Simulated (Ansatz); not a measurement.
`[Cl][GeH]([Cl])[Br]` + `[OH][MgH]` → `[OH][GeH]([Cl])[Cl]` + `[MgH][Br]`  (redistribution)

Calculated with Ansatz (gas phase, PBE0-D4/def2-TZVP geometries, no zero-point term in ΔE). CBS: MP2 limit from def2 TZ/QZ plus the TZ coupled-cluster correction, frozen cores. DFT in def2-TZVPP. B3LYP here is the variant with VWN-RPA as its local correlation; programs differ in this. For Br, Ge, Mg outer-core shells are correlated without core-valence functions, which leaves a few kJ/mol of doubt a bond. Scalar relativity is left out up to krypton. Each species was taken in one conformer, which may not be the lowest.

`[Cl][GeH]([Cl])[Br]`:

Z-matrix (Å, degrees):
```
Ge
Cl 1 2.129
Br 1 2.280 2 108.9
Cl 1 2.129 2 108.2 3 -118.2
H 1 1.526 2 110.0 3 121.6
```

`[OH][MgH]`:

```xyz
4

O     0.680   -0.304    0.763
Mg   -0.442    0.198   -0.497
H     1.284   -0.573    1.440
H    -1.521    0.680   -1.707
```

`[OH][GeH]([Cl])[Cl]`:

Cartesian coordinates in Å:
```
O 1.007 1.031 -0.119
Ge -0.377 -0.042 -0.173
Cl -1.171 -0.295 1.795
Cl 0.238 -1.975 -0.844
H 1.714 0.717 0.451
H -1.411 0.564 -1.110
```

`[MgH][Br]`:

Cartesian coordinates in Å:
```
Mg -0.038 0.035 0.211
Br 0.375 -0.343 -2.060
H -0.337 0.308 1.849
```

```json
{"level": "PBE-QIDH", "ΔE (kJ/mol)": "-61.2"}
{"level": "revPBE", "ΔE (kJ/mol)": "-54.3"}
{"level": "B3LYP", "ΔE (kJ/mol)": "-55.6"}
{"level": "HF/def2-SVP", "ΔE (kJ/mol)": "-70.9"}
{"level": "MP2/def2-SVP", "ΔE (kJ/mol)": "-59.8"}
{"level": "CCSD(T)/def2-SVP", "ΔE (kJ/mol)": "-61.7"}
{"level": "MP2/def2-TZVPP", "ΔE (kJ/mol)": "-53.8"}
{"level": "SCS-MP2/def2-QZVPP", "ΔE (kJ/mol)": "-52.0"}
```

(1) What does CCSD(T)/CBS give? (An estimate is asked.)

Largest T1 diagnostic among the species: 0.010.

Answers

(1) Computed: -51.7 kJ/mol. The listed levels differ from it by -9.5, -2.6, -3.9, -19.2, -8.1, -10.0, -2.1, -0.3 kJ/mol.

The D4 term adds +4.5 kJ/mol with B3LYP and +2.4 kJ/mol with PBE0; it sums over pairs of atoms, weighted by their polarisabilities, and B3LYP, whose exchange is more repulsive, gets the larger term. In def2-TZVPP, CCSD(T) changes the Hartree–Fock value by +19.5 kJ/mol (the triples alone add +1.3 kJ/mol) and MP2 by +25.0 kJ/mol. At CCSD(T), def2-SVP lies −10.0 kJ/mol from the extrapolated value and def2-TZVPP −7.7 kJ/mol.
